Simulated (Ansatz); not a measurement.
Consider the hydrogen abstraction from the Si–H bond: `O[SiH](F)F` + Cl• → `O[Si](F)F`• + HCl.

Computed with Ansatz on PBE0-D4/def2-TZVP structures; ΔE is electronic, products minus reactants. CCSD(T)/CBS is the MP2 limit (def2-TZVPP, def2-QZVPP) plus CCSD(T) − MP2 in def2-TZVPP, frozen cores. This one scheme is used for every species, atoms too. No spin–orbit coupling; open shells (•) take unrestricted orbitals. Spin–orbit coupling would lower the free atoms: a little for Cl. Each species was taken in one conformer, which may not be the lowest.

| species | CCSD/CBS(def2) energy (Eh) |
| --- | --- |
| `O[SiH](F)F` | -565.21164 |
| Cl• | -459.70389 |
| `O[Si](F)F`• | -564.54286 |
| HCl | -460.37334 |

Problem. Work out ΔE.

Solution. ΔE = (-564.54286) + (-460.37334) − (-565.21164) − (-459.70389) = -0.00067 Eh = -1.8 kJ/mol. CCSD(T)/CBS gives -8.1 kJ/mol.

Largest T1 diagnostic among the species: 0.014.

From r2SCAN to r2SCAN0 (25 % exact exchange), in def2-TZVPP and without D4, ΔE moves by +11.9 kJ/mol. Leaving LDA and LC-ωPBE aside and taking each functional with its dispersion term where it has one, the values, not all of them listed here, spread over 48.5 kJ/mol, from PBE-D4 to BHLYP-D4. LDA lies −16.4 kJ/mol from PBE without D4.
